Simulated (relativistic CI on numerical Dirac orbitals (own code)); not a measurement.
## One change at a time: Ti¹⁹⁺

Base calculation: Dirac-Coulomb-Breit CI, orbitals from a KLI potential per configuration, QED by a radiative potential, unscaled Slater integrals.

Configuration list (outside the closed core 1s2): 2s, 2p, 3s, 3p, 3d, 4s, 4p, 4d, 4f, 5s, 5p, 5d, 5f, 5g. Levels of other configurations are missing.

Variants: (1) P86 correlation estimate; (2) configuration mixing switched off; (3) one mean potential for all configurations. Shifts of the energy above 2s ²S1/2, in eV, for the lowest level and the first level of each name with at least 55 % of one term (blank where a level changes its place among those of its configuration and J or its character, or is not in the variant):

```csv
Level,Base,Δ(1),Δ(2),Δ(3)
2s ²S1/2,0.00,0.00,0.00,0.00
2p ²P°1/2,40.26,+0.19,0.00,+0.03
2p ²P°3/2,47.94,+0.19,0.00,+0.03
3s ²S1/2,801.54,-0.01,0.00,0.00
3p ²P°1/2,812.70,-0.02,0.00,0.00
3p ²P°3/2,814.97,-0.02,0.00,0.00
3d ²D3/2,819.13,-0.07,0.00,+0.01
3d ²D5/2,819.84,-0.07,0.00,+0.01
4s ²S1/2,1076.98,+0.12,0.00,+0.01
4p ²P°1/2,1081.58,+0.12,0.00,+0.01
4p ²P°3/2,1082.54,+0.12,0.00,+0.01
4d ²D3/2,1084.26,+0.16,0.00,+0.01
4d ²D5/2,1084.56,+0.16,0.00,+0.01
4f ²F°5/2,1084.65,0.00,0.00,+0.02
4f ²F°7/2,1084.80,0.00,0.00,+0.02
5s ²S1/2,1203.30,+0.22,0.00,+0.01
5p ²P°1/2,1205.63,+0.22,0.00,+0.01
5p ²P°3/2,1206.11,+0.22,0.00,+0.01
5d ²D3/2,1206.99,+0.23,0.00,+0.01
5d ²D5/2,1207.15,+0.23,0.00,+0.01
5f ²F°5/2,1207.20,+0.18,0.00,+0.02
5f ²F°7/2,1207.27,+0.18,0.00,+0.02
```

At this charge energies of transitions that change n are usually good to better than 1 %, and those within a shell (Δn = 0) to a few per cent.

Ionisation energy from the two ground configurations alone: base 1425.06 eV; P86 correlation estimate 1425.67 eV. The NIST ASD value (theoretical) is 1425.26 eV.
